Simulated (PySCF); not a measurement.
## Bond curve of ZnF

Set-up: PySCF, spin-free X2C with a Gaussian nucleus, basis sets Zn jorge-DZP-DKH, F jorge-DZP-DKH. Energies in eV from Zn + F in their ground configurations at the same level. State: ²Σ⁺ (doublet), unpaired electrons σ ↑.

All columns are PBE0. A positive dipole means Zn(−)F(+).

```tsv
R (Å)	E (eV)	μ (D)	Mulliken charge on Zn (basis-dependent)	HOMO (eV)	LUMO (eV)	Mayer bond order	⟨S²⟩
1.537	-1.993	-1.89	0.47	-6.25	-2.89	0.94	0.75
1.608	-2.565	-2.23	0.48	-6.39	-3.06	0.91	0.75
1.680	-2.869	-2.57	0.49	-6.52	-3.22	0.88	0.75
1.733	-2.972	-2.81	0.50	-6.62	-3.35	0.86	0.75
1.787	-2.996	-3.06	0.51	-6.72	-3.46	0.84	0.75
1.841	-2.963	-3.29	0.52	-6.81	-3.58	0.82	0.75
1.912	-2.854	-3.59	0.53	-6.92	-3.73	0.80	0.75
2.001	-2.654	-3.93	0.53	-7.06	-3.90	0.78	0.75
2.109	-2.365	-4.27	0.53	-7.22	-4.09	0.76	0.76
2.252	-1.966	-4.57	0.51	-7.40	-4.29	0.73	0.76
```

A fit through these points gives, at Re = 1.780 Å, μ = -3.03 D and dμ/dR = -4.46 D/Å; the reduced mass is 14.65 u.

Q: How strong is the fundamental in the double-harmonic approximation, I = 42.26·(dμ/dR)²/μred km/mol?

A: I = 42.26·(-4.46)²/14.65 = 57.4 km/mol at PBE0.

The state is the lowest determinant that a PBE0 search found; another state may lie lower at other levels.
